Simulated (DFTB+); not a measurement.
DFTB+ input (SCC-DFTB): The folder sk holds the Slater-Koster set scc that CP2K ships.

```
Geometry = xyzFormat {
6

O      1.51950000    -0.19014600     0.06236800
C      0.32979900    -0.04127000     0.01353700
C     -1.00244100    -0.54943700    -0.04873700
C     -0.83702700     0.77962300    -0.02676500
H     -1.73981000    -1.33933800    -0.08892500
H     -1.35817500     1.72701100    -0.03823300
}
Hamiltonian = DFTB {
  SCC = Yes
  SCCTolerance = 1e-8
  MaxSCCIterations = 300
  Charge = 0
  SlaterKosterFiles = Type2FileNames {
    Prefix = "sk/"
    Separator = ""
    Suffix = ".spl"
    LowerCaseTypeName = Yes
  }
  MaxAngularMomentum {
    C = "p"
    H = "s"
    O = "p"
  }
  Filling = Fermi { Temperature [K] = 0 }
}
ParserOptions { ParserVersion = 14 }
```

From the output:

```
    3   2   1   1       1.03801513  p_x
    4   1   0   0       1.24889665  s
    4   2   1  -1       0.90514705  p_y
    4   2   1   0       0.88293547  p_z
    4   2   1   1       1.11216221  p_x
    5   1   0   0       0.86009559  s
    6   1   0   0       0.86009572  s

Fermi level:                        -0.1375750175 H           -3.7436 eV
Band energy:                        -9.0612498773 H         -246.5692 eV
TS:                                  0.0000000000 H            0.0000 eV
Band free energy (E-TS):            -9.0612498773 H         -246.5692 eV
Extrapolated E(0K):                 -9.0612498773 H         -246.5692 eV
Input / Output electrons (q):     20.0000000000     20.0000000000

Energy H0:                          -9.4602302666 H         -257.4260 eV
Energy SCC:                          0.0198552325 H            0.5403 eV
Total Electronic energy:            -9.4403750341 H         -256.8857 eV
Repulsive energy:                    0.3559814101 H            9.6867 eV
Total energy:                       -9.0843936240 H         -247.1989 eV
Extrapolated to 0:                  -9.0843936240 H         -247.1989 eV
Total Mermin free energy:           -9.0843936240 H         -247.1989 eV
Force related energy:               -9.0843936240 H         -247.1989 eV

Non-constrained calculation

SCC converged

Dipole moment:   -1.14727622    0.14356712   -0.04708976 au
Dipole moment:   -2.91608553    0.36491125   -0.11969025 Debye
```

The geometry given is a B3LYP-D3(BJ)/def2-TZVP minimum.
